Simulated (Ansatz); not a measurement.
CH5AlOSi, one more setting.

```yaml
crystal:
  periodic: [false, false, false]
  atoms:
    - {symbol: Al, position_ang: [-0.910209, 0.977170, -0.870645]}
    - {symbol: Si, position_ang: [1.273681, 0.463600, 0.120323]}
    - {symbol: C, position_ang: [0.242777, -0.829707, 0.987396]}
    - {symbol: O, position_ang: [-0.182602, -0.652519, -0.383096]}
    - {symbol: H, position_ang: [-0.941756, 1.127821, -2.441111]}
    - {symbol: H, position_ang: [-1.972996, 1.519692, 0.168346]}
    - {symbol: H, position_ang: [2.460087, -0.269863, -0.437305]}
    - {symbol: H, position_ang: [-0.517847, -0.550285, 1.713087]}
    - {symbol: H, position_ang: [0.637267, -1.832310, 1.125907]}
basis:
  gaussian: {orbitals: STO-3G, nuclear_model: gaussian}
hamiltonian: {xc: {name: wB97M-V}}
accuracy: high
output: {forces: true}
```

```sh
$ ansatz run in.yaml --threads 2 --pin off --events-out ev --progress --plain --max-ram 4352MiB
```

Output, abridged:

```
Functional definition: wB97M-V
698 factors; integrals over basis functions are off by at most 1.6e-8 eV
230 factors; integrals over basis functions are off by at most 1.2e-9 eV
mean field evaluation 1: about -17426.6534 eV, gradient 2.2e1 eV
mean field evaluation 2: about -17427.6287 eV, gradient 1.8e1 eV
mean field evaluation 4: about -17428.5081 eV, gradient 7.0e-1 eV
mean field evaluation 8: about -17428.4331 eV, gradient 1.2e-2 eV
mean field evaluation 16: about -17428.4332 eV, gradient 1.3e-6 eV
mean field -17428.43315091 eV, -640.4831048795 hartree, gradient 2.3e-8 eV, S^2 0.000000; 0 other end points of the search recorded, 0 dependent functions left out
reference -17428.43315413 eV, -640.4831049978 hartree; 23, 23 occupied and 10, 10 virtual orbitals, 698 factors
Total energy: -17428.43315413 eV, -640.4831049978 hartree
Atom 0 at    -0.910209     0.977170    -0.870645 Å, force    -0.117274     0.006917     0.442123 eV/Å
Atom 1 at     1.273681     0.463600     0.120323 Å, force    -0.365236     0.230424    -0.718584 eV/Å
Atom 2 at     0.242777    -0.829707     0.987396 Å, force     0.481673     0.872836     0.475751 eV/Å
Atom 3 at    -0.182602    -0.652519    -0.383096 Å, force    -0.278324     0.053521    -1.931776 eV/Å
Atom 4 at    -0.941756     1.127821    -2.441111 Å, force     0.116408    -0.175666     1.818949 eV/Å
Atom 5 at    -1.972996     1.519692     0.168346 Å, force     1.281197    -0.564767    -1.197684 eV/Å
Atom 6 at     2.460087    -0.269863    -0.437305 Å, force    -0.891577     0.145499     0.366536 eV/Å
Atom 7 at    -0.517847    -0.550285     1.713087 Å, force    -0.302352    -0.069693     0.561020 eV/Å
Atom 8 at     0.637267    -1.832310     1.125907 Å, force     0.075485    -0.499073     0.183665 eV/Å
Dipole moment:     0.017919     0.076242     0.079074 e Å
```

It took 26 s on 2 threads of an Arm Neoverse V2 on a shared host, with 0.43 GiB of host memory at the peak.
